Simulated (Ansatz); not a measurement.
A structure drawn as `[SiH3][GeH2][SH]`, with this starting geometry:

```xyz
9

Si   -1.001   -0.841   -0.771
Ge    0.306    0.270    0.678
S     1.700    1.562   -0.455
H    -1.741    0.065   -1.585
H    -1.989   -1.727   -0.073
H    -0.191   -1.715   -1.704
H     1.121   -0.761    1.555
H    -0.556    1.116    1.625
H     2.350    2.031    0.730
```

Total charge 0; spin multiplicity 1.

Relax it with Ansatz at PBE-D4/def2-SVP and then PBE0-D4/def2-TZVP. Is the drawn bonding still there?

Yes, every drawn bond is still there and no new one forms.

Give the relaxed structure. (An estimate is asked.)

The calculation gave: 
Z-matrix (Å, degrees):
```
Si
Ge 1 2.379
H 1 1.487 2 109.2
H 1 1.485 2 109.7 3 119.8
H 1 1.485 2 109.7 3 -119.8
S 2 2.232 1 106.0 3 -179.5
H 2 1.541 1 111.9 3 -60.4
H 2 1.541 1 111.9 3 61.4
H 6 1.343 2 95.1 1 -179.7
```
All modes are real.

Atoms count as bonded under 1.1 times the sum of their covalent radii (H–H under 0.85 Å, pairs among N, O and F under 1.55 Å), and a drawn bond as lost past 1.3 times.
